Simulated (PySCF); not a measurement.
Species: C5H10O2Si.
SMILES with atom numbers: `[CH2:1]=[CH:2][C@@H:3]1[CH2:4][CH2:5][Si:6]1([OH:7])[OH:8]`

NICS is the negative of the GIAO shielding at a point without a nucleus: at the ring centre (0) and 1 Å above and below it (1); zz is the component along the ring normal. Level: GIAO PBE0/pcSseg-1 (PySCF, non-relativistic, gas phase) on the GFN2-xTB geometry, one conformer.

Ring bond lengths (Å), with Mayer bond orders in brackets: C3–C4 1.548 (0.97), C4–C5 1.546 (1.00), C5–Si6 1.903 (0.88), Si6–C3 1.929 (0.78).

**Question.** What do the NICS probes read (ppm)?

**Answer.** 
```json
{"ring": "C3–C4–C5–Si6", "type": "4-membered ring with Si; formal bonds all single", "NICS(0)": "-1.3", "NICS(1), two faces": "-1.2 / -2.1", "NICS(1)zz, two faces": "1.6 / 0.7", "rms pucker (Å)": "0.04", "centre to ring atoms, mean (Å)": "1.22"}
```

**Question.** What do they say, and how far can they be read as aromaticity?

**Answer.** 
- C3–C4–C5–Si6: mean NICS(1)zz 1.2 ppm, near zero. C3, C4, C5, Si6 have four or more neighbours; no verdict on aromaticity is drawn.

**Question.** What is the mean of the two in-plane components of NICS at the first NICS(1) probe listed for ring C3–C4–C5–Si6, 1 Å off the ring?

**Answer.** The isotropic value is a third of the trace: (3 × -1.2 − (1.6))/2 = -2.6 ppm.

**Question.** Give the inner angles of the rings and the Hirshfeld charges of the ring atoms.

**Answer.** 
- C3–C4–C5–Si6: C3 90.1° (-0.123 e), C4 101.0° (-0.072 e), C5 91.1° (-0.178 e), Si6 77.1° (+0.496 e); sum 359.4° against 360° for a flat convex ring.

Time: 68 s of wall time (grids of density and orbitals included); peak memory 0.86 GiB. Hardware: Arm Neoverse N1, one thread, on a shared host. This is the whole shielding run at PBE0/pcSseg-1, SCF included.

The values belong to the conformer `[CH2:1]=[CH:2][C@@H:3]1[CH2:4][CH2:5][Si:6]1([OH:7])[OH:8]`: C1–C2–C3–C4 -147°, H–O7–Si6–C5 -50°, H–O8–Si6–C5 -147°.
